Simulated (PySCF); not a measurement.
PySCF input file for C5H4F2O, SMILES F[C@@H]1C/C(=C\F)C1=O, TDA-PBE/def2-SVPD. Geometry: PBE0-D3(BJ)/def2-SVP. The structure was generated by enumeration; whether it is a known compound was not checked.

```python
import numpy as np
from pyscf import gto, scf, dft, tdscf

mol = gto.M(
    atom='''
    O    -0.81003446    1.90166199    0.69266325
    C    -0.57730539    0.82920987    0.21534081
    C     0.64546765    0.02941938   -0.06824497
    C     1.93236629    0.37578222   -0.09404207
    F     2.89482474   -0.46516659   -0.41955378
    C    -0.16873392   -1.20960275   -0.35652554
    C    -1.44288872   -0.33093575   -0.32602116
    F    -2.47236251   -0.75638384    0.44552114
    H     2.28949335    1.38194597    0.14730791
    H    -0.16631738   -1.92132674    0.48431177
    H     0.03957215   -1.74890243   -1.29113544
    H    -1.81806800   -0.09429669   -1.33853896
    ''',
    basis='def2-SVPD',
    charge=0,
    spin=0,
    max_memory=1600,
    verbose=4,
)
mf = dft.RKS(mol, xc='pbe').density_fit(auxbasis='def2-universal-jkfit')
mf.grids.level = 3
mf.conv_tol = 1e-9
mf.max_cycle = 100
mf.kernel()
mf.grids = dft.Grids(mol).set(level=1).build(with_non0tab=True)  # coarser grid for the response kernel
td = tdscf.TDA(mf)
td.singlet = True
td.nstates = 6
td.conv_tol = 1e-4
td.positive_eig_threshold = 1e-6
td.kernel(x0=td.get_init_guess(mf, 11))
td.analyze()
tt = tdscf.TDA(mf)
tt.singlet = False
tt.nstates = 2
tt.conv_tol = 1e-4
tt.positive_eig_threshold = 1e-6
tt.kernel(x0=tt.get_init_guess(mf, 7))
tt.analyze(verbose=3)
```

Output:

```
PySCF version 2.14.0

[INPUT] verbose = 4
[INPUT] num. atoms = 12
[INPUT] num. electrons = 60
[INPUT] charge = 0
[INPUT] spin (= nelec alpha-beta = 2S) = 0
[INPUT] symmetry False subgroup None
[INPUT] Mole.unit = angstrom
[INPUT] Symbol           X                Y                Z      unit          X                Y                Z       unit  Magmom
[INPUT]  1 O     -0.810034460000   1.901661990000   0.692663250000 AA   -1.530743280860   3.593620342595   1.308943839051 Bohr   0.0
[INPUT]  2 C     -0.577305390000   0.829209870000   0.215340810000 AA   -1.090949077335   1.566979554086   0.406935154342 Bohr   0.0
[INPUT]  3 C      0.645467650000   0.029419380000  -0.068244970000 AA    1.219757080767   0.055594570955  -0.128964302679 Bohr   0.0
[INPUT]  4 C      1.932366290000   0.375782220000  -0.094042070000 AA    3.651643060442   0.710125478281  -0.177713756487 Bohr   0.0
[INPUT]  5 F      2.894824740000  -0.465166590000  -0.419553780000 AA    5.470425937215  -0.879037457398  -0.792841738726 Bohr   0.0
[INPUT]  6 C     -0.168733920000  -1.209602750000  -0.356525540000 AA   -0.318860896724  -2.285817917021  -0.673735627013 Bohr   0.0
[INPUT]  7 C     -1.442888720000  -0.330935750000  -0.326021160000 AA   -2.726664509024  -0.625377932328  -0.616090703213 Bohr   0.0
[INPUT]  8 F     -2.472362510000  -0.756383840000   0.445521140000 AA   -4.672088024542  -1.429358302647   0.841912937304 Bohr   0.0
[INPUT]  9 H      2.289493350000   1.381945970000   0.147307910000 AA    4.326515395513   2.611499402246   0.278371605882 Bohr   0.0
[INPUT] 10 H     -0.166317380000  -1.921326740000   0.484311770000 AA   -0.314294297955  -3.630781334403   0.915216604203 Bohr   0.0
[INPUT] 11 H      0.039572150000  -1.748902430000  -1.291135440000 AA    0.074780525660  -3.304946611286  -2.439892371320 Bohr   0.0
[INPUT] 12 H     -1.818068000000  -0.094296690000  -1.338538960000 AA   -3.435650595836  -0.178194918553  -2.529472041460 Bohr   0.0

nuclear repulsion = 352.967261242705
number of shells = 83
number of NR pGTOs = 289
number of NR cGTOs = 201
basis = def2-SVPD
ecp = {}


******** <class 'pyscf.df.df_jk.DFRKS'> ********
method = DFRKS
initial guess = minao
damping factor = 0
level_shift factor = 0
DIIS = <class 'pyscf.scf.diis.CDIIS'>
diis_start_cycle = 1
diis_space = 8
diis_damp = 0
SCF conv_tol = 1e-09
SCF conv_tol_grad = None
SCF max_cycles = 100
direct_scf = False
XC library pyscf.dft.libxc version 7.1.2
    S. Lehtola, C. Steigemann, M. J. T. Oliveira, and M. A. L. Marques,  SoftwareX 7, 1–5 (2018)
XC functionals = pbe
    J. P. Perdew, K. Burke, and M. Ernzerhof,  Phys. Rev. Lett. 77, 3865 (1996)
    J. P. Perdew, K. Burke, and M. Ernzerhof,  Phys. Rev. Lett. 78, 1396 (1997)
    J. P. Perdew, K. Burke, and M. Ernzerhof,  Phys. Rev. Lett. 77, 3865 (1996)
    J. P. Perdew, K. Burke, and M. Ernzerhof,  Phys. Rev. Lett. 78, 1396 (1997)
radial grids:
    Treutler-Ahlrichs [JCP 102, 346 (1995); DOI:10.1063/1.469408] (M4) radial grids

becke partition: Becke, JCP 88, 2547 (1988); DOI:10.1063/1.454033
pruning grids: <function nwchem_prune>
grids dens level: 3
symmetrized grids: False
atomic radii adjust function: <function treutler_atomic_radii_adjust>
small_rho_cutoff = 0
Set gradient conv threshold to 3.16228e-05
Initial guess from minao.
tot grids = 152432
init E= -467.989539326186
  HOMO = -0.297589401031559  LUMO = -0.152481638012509  gap/eV = 3.94858
cycle= 1 E= -466.793314546897  delta_E=  1.2  |g|= 0.92  |ddm|=  6.1
  HOMO = -0.0690012887460593  LUMO = -0.0675971753584366  gap/eV = 0.03821
cycle= 2 E= -464.320555931596  delta_E= 2.47  |g|=  2.9  |ddm|= 5.01
  HOMO = -0.210372564033865  LUMO = -0.113497148570189  gap/eV = 2.63611
cycle= 3 E= -466.803945183426  delta_E= -2.48  |g|= 0.769  |ddm|= 4.93
  HOMO = -0.218515136708595  LUMO = -0.114378083451804  gap/eV = 2.83371
cycle= 4 E= -466.953688409029  delta_E= -0.15  |g|= 0.204  |ddm|= 1.54
  HOMO = -0.236476570967671  LUMO = -0.126641902619461  gap/eV = 2.98875
cycle= 5 E= -466.949585167534  delta_E= 0.0041  |g|= 0.236  |ddm|= 0.753
  HOMO = -0.226039980551825  LUMO = -0.123162231865139  gap/eV = 2.79945
cycle= 6 E= -466.963324142716  delta_E= -0.0137  |g|= 0.0406  |ddm|= 0.463
  HOMO = -0.225785421513222  LUMO = -0.120699740723053  gap/eV = 2.85953
cycle= 7 E= -466.963786502463  delta_E= -0.000462  |g|= 0.0123  |ddm|= 0.081
  HOMO = -0.227094394356164  LUMO = -0.121816609310372  gap/eV = 2.86475
cycle= 8 E= -466.963818241925  delta_E= -3.17e-05  |g|= 0.00471  |ddm|= 0.023
  HOMO = -0.22723787324204  LUMO = -0.12187431508938  gap/eV = 2.86709
cycle= 9 E= -466.963821959756  delta_E= -3.72e-06  |g|= 0.00183  |ddm|= 0.00907
  HOMO = -0.227083859564261  LUMO = -0.121777129275561  gap/eV = 2.86554
cycle= 10 E= -466.963822785768  delta_E= -8.26e-07  |g|= 0.000348  |ddm|= 0.00379
  HOMO = -0.227059737193774  LUMO = -0.121766004522958  gap/eV = 2.86519
cycle= 11 E= -466.963822810619  delta_E= -2.49e-08  |g|= 0.000118  |ddm|= 0.000805
  HOMO = -0.227062333153226  LUMO = -0.121770814051916  gap/eV = 2.86513
cycle= 12 E= -466.963822813666  delta_E= -3.05e-09  |g|= 2.96e-05  |ddm|= 0.000219
  HOMO = -0.22706278325864  LUMO = -0.121772382103591  gap/eV = 2.86510
cycle= 13 E= -466.963822813602  delta_E= 6.36e-11  |g|= 3.15e-05  |ddm|= 0.000106
  HOMO = -0.227064693332446  LUMO = -0.121770004476569  gap/eV = 2.86521
Extra cycle  E= -466.963822812664  delta_E= 9.38e-10  |g|= 7.03e-05  |ddm|= 0.000175
converged SCF energy = -466.963822812664
tot grids = 51568
Overwritten attributes  positive_eig_threshold  of <class 'pyscf.tdscf.rks.TDA'>


******** <class 'pyscf.tdscf.rks.TDA'> for <class 'pyscf.df.df_jk.DFRKS'> ********
nstates = 6 singlet
deg_eia_thresh = 1.000e-03
wfnsym = None
conv_tol = 0.0001
eigh lindep = 1e-12
eigh level_shift = 0
eigh max_cycle = 100


Excitation energies (eV)
[3.06068501 5.09762045 5.34346829 5.78846602 5.9679989  6.31850922]

** Singlet excitation energies and oscillator strengths **
Excited State   1:      3.06069 eV    405.09 nm  f=0.0001
      30 -> 31        0.70620
Excited State   2:      5.09762 eV    243.22 nm  f=0.0063
      28 -> 31        0.68970
      29 -> 31       -0.12957
Excited State   3:      5.34347 eV    232.03 nm  f=0.1983
      27 -> 31        0.13674
      28 -> 31        0.13721
      29 -> 31        0.59898
      29 -> 33       -0.14583
      30 -> 32        0.17017
Excited State   4:      5.78847 eV    214.19 nm  f=0.0063
      27 -> 31        0.66796
      30 -> 32       -0.20127
Excited State   5:      5.96800 eV    207.75 nm  f=0.0889
      27 -> 31        0.16655
      29 -> 31       -0.16142
      30 -> 32        0.65286
Excited State   6:      6.31851 eV    196.22 nm  f=0.0183
      30 -> 33       -0.69504

** Transition electric dipole moments (AU) **
state          X           Y           Z        Dip. S.      Osc.
  1         0.0072     -0.0003      0.0253      0.0007      0.0001
  2         0.0716     -0.1406     -0.1601      0.0505      0.0063
  3        -1.2193      0.0939      0.1385      1.5148      0.1983
  4         0.1404     -0.1408     -0.0711      0.0446      0.0063
  5         0.7764     -0.0525      0.0466      0.6078      0.0889
  6        -0.3145      0.0138      0.1378      0.1181      0.0183

** Transition velocity dipole moments (imaginary part, AU) **
state          X           Y           Z        Dip. S.      Osc.
  1         0.0059     -0.0065      0.0038      0.0001      0.0005
  2        -0.0006      0.0060      0.0014      0.0000      0.0001
  3        -0.0128     -0.0206     -0.0278      0.0014      0.0046
  4        -0.0063      0.0023     -0.0171      0.0003      0.0011
  5         0.0649      0.0156     -0.0043      0.0045      0.0136
  6        -0.0274     -0.0040     -0.0251      0.0014      0.0040

** Transition magnetic dipole moments (imaginary part, AU) **
state          X           Y           Z
  1         0.1456     -0.5026     -0.2601
  2         0.2818     -0.2739     -0.2108
  3        -0.0631      0.0467     -0.1879
  4        -0.0382      0.3913      0.0986
  5        -0.1539     -0.1629      0.1506
  6        -0.0442     -0.4850     -0.3560


******** <class 'pyscf.tdscf.rks.TDA'> for <class 'pyscf.df.df_jk.DFRKS'> ********
nstates = 2 triplet
deg_eia_thresh = 1.000e-03
wfnsym = None
conv_tol = 0.0001
eigh lindep = 1e-12
eigh level_shift = 0
eigh max_cycle = 100


Excitation energies (eV)
[2.62371561 3.21674678]

** Triplet excitation energies and oscillator strengths **
Excited State   1:      2.62372 eV    472.55 nm  f=0.0000
Excited State   2:      3.21675 eV    385.43 nm  f=0.0000
```

The calculation finished and met its thresholds.

Cost: around 80 core-seconds (rough).
